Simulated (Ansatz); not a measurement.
Br₂ClGa, SMILES `[Cl][Ga]([Br])[Br]` with one electron removed (charge 1, multiplicity 2), frozen-core CCSD(T)/cc-pVTZ // PBE0-D3(BJ)/def2-TZVP (Ansatz, an electronic-structure program). The run hit its time limit unfinished.

Ansatz 0.2 input:
```yaml
crystal:
  periodic: [false, false, false]
  atoms:
    - { symbol: Cl, position_ang: [-0.152035, 2.140724, 0.005331] }
    - { symbol: Ga, position_ang: [-0.002018, 0.028413, 0.000067] }
    - { symbol: Br, position_ang: [-1.880598, -1.223489, -0.04805] }
    - { symbol: Br, position_ang: [2.034652, -0.945648, 0.042652] }
basis:
  gaussian: { orbitals: cc-pVTZ }
correlation:
  method: ccsd_t
total_charge: 1
magnetization:
  spin_polarized: true
  initial_magnetization: 1
```

The last lines of the output:

```
mean field evaluation 960: about -204829.8195 eV, gradient 7.0e-2 eV
mean field evaluation 992: about -204829.5794 eV, gradient 1.4e0 eV
mean field evaluation 1024: about -204833.4483 eV, gradient 7.2e0 eV
mean field evaluation 1056: about -204834.3923 eV, gradient 1.3e-1 eV
mean field evaluation 1088: about -204833.9730 eV, gradient 5.7e-4 eV
mean field evaluation 1120: about -204833.4812 eV, gradient 1.6e-2 eV
mean field evaluation 1152: about -204834.0742 eV, gradient 7.7e-1 eV
mean field -204834.79723002 eV, -7527.5399561909 hartree, gradient 2.5e-6 eV, S^2 0.759803; 22 other end points of the search recorded, 0 dependent functions left out
determinant -204834.79723002 eV, -7527.5399561909 hartree, with singles and doubles -204855.89193247 eV, -7528.3151722076 hartree
determinant -204834.58397716 eV, -7527.5321192928 hartree, with singles and doubles -204855.66519718 eV, -7528.3068398393 hartree
determinant -204834.39288290 eV, -7527.5250967083 hartree, with singles and doubles -204855.87977272 eV, -7528.3147253449 hartree
determinant -204834.21604329 eV, -7527.5185979725 hartree, with singles and doubles -204855.31916104 eV, -7528.2941232459 hartree
determinant -204834.09994537 eV, -7527.5143314528 hartree, with singles and doubles -204855.66288060 eV, -7528.3067547065 hartree
determinant -204833.99635451 eV, -7527.5105245587 hartree, with singles and doubles -204855.51612910 eV, -7528.3013616884 hartree
determinant -204833.97303041 eV, -7527.5096674140 hartree, with singles and doubles -204855.03357783 eV, -7528.2836282563 hartree
determinant -204833.76890258 eV, -7527.5021658546 hartree, with singles and doubles -204855.50645438 eV, -7528.3010061489 hartree
determinant -204833.48119742 eV, -7527.4915928851 hartree, with singles and doubles -204855.22644969 eV, -7528.2907161664 hartree
determinant -204834.79723002 eV, -7527.5399561909 hartree, with singles and doubles -204855.91888449 eV, -7528.3161626761 hartree
determinant -204834.58397716 eV, -7527.5321192928 hartree, with singles and doubles -204855.69306320 eV, -7528.3078638966 hartree
determinant -204834.39288290 eV, -7527.5250967083 hartree, with singles and doubles -204855.89045086 eV, -7528.3151177593 hartree
determinant -204834.09994537 eV, -7527.5143314528 hartree, with singles and doubles -204855.66362268 eV, -7528.3067819774 hartree
determinant -204833.99635451 eV, -7527.5105245587 hartree, with singles and doubles -204855.79621027 eV, -7528.3116544815 hartree
```
